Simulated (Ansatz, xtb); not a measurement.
**Ranking isomers of FH3OSi2**

8 gas-phase structures of FH3OSi2, found in a search over its isomers (lower ones may exist). Each was relaxed with GFN2-xTB; where two conformers were screened, the lower at r2SCAN-D4/def2-SVP is listed:

A. `O=[Si](F)[SiH3]`, a singlet
B. `F[SiH2]O[SiH]`, a triplet
C. `F[SiH2]O[SiH]`, a singlet
D. a singlet given by its coordinates
E. `O=[SiH][SiH2]F`, a singlet
F. `O=[Si@@H-](F)[SiH2+]`, a singlet
G. `F[Si]O[SiH3]`, a singlet
H. `F[Si@@H]1O[SiH2]1`, a singlet

D (Å):

```csv
atom,x (Å),y (Å),z (Å)
F,3.1859,0.1628,2.0767
O,0.9130,-0.3909,1.1003
Si,2.2645,0.6904,0.8174
Si,0.2463,-1.7401,1.4447
H,1.6126,1.8149,1.4906
H,0.8436,-2.6653,2.3777
H,-0.9434,-2.0340,0.6849
```

Close contacts (Å): F1–Si3 1.65, O2–Si3 1.75, O2–Si4 1.54, Si3–H5 1.46, Si4–H6 1.44, Si4–H7 1.44.

Problem. Which do you expect lowest at r2SCAN-D4/def2-SVP, and how would the others follow?

Solution. Calculated order at r2SCAN-D4/def2-SVP: G (0.000), C (0.633), H (0.768), A (1.295), B (1.864), E (1.866), D (2.421), F (2.734) eV. Less than 1 kcal/mol parts B and E, so the order within that pair means little.

Energies above the lowest of each column, in eV; the last columns are at B3LYP-D3(BJ)/def2-SVP geometries and were run for some of them only (a dash: not run or not comparable):

| structure | GFN2-xTB | HF/STO-3G | r2SCAN-D4/def2-SVP | B3LYP-D3(BJ)/def2-SVP | CCSD(T)/def2-TZVP |
| --- | --- | --- | --- | --- | --- |
| G | 0.000 | 0.000 | 0.000 | 0.000 | 0.000 |
| C | 0.244 | 0.883 | 0.633 | 0.627 | 0.565 |
| H | 1.382 | 2.146 | 0.768 | 1.066 | 0.918 |
| A | 0.646 | 2.328 | 1.295 | – | – |
| B | – | 2.748 | 1.864 | – | – |
| E | 0.395 | 2.673 | 1.866 | – | – |
| D | 1.717 | 3.735 | 2.421 | – | – |
| F | 1.702 | 5.453 | 2.734 | – | – |

Every level run on G puts it lowest or level with the lowest. Flexible structures stand in one conformer each, not always the lowest. Frequencies (B3LYP-D3(BJ)/def2-SVP) were run for C, G, H alone. GFN2-xTB has no spin polarisation and isn't compared across spin states. Open shells are spin-unrestricted.

Over these structures GFN2-xTB departs from r2SCAN-D4/def2-SVP by 0.509 eV on average once a common shift is removed. A GFN2-xTB relaxation took about 0.079 s and the r2SCAN-D4/def2-SVP energy about 1.4 s on a shared host (Ansatz 0.2.0, xtb 6.7.1).
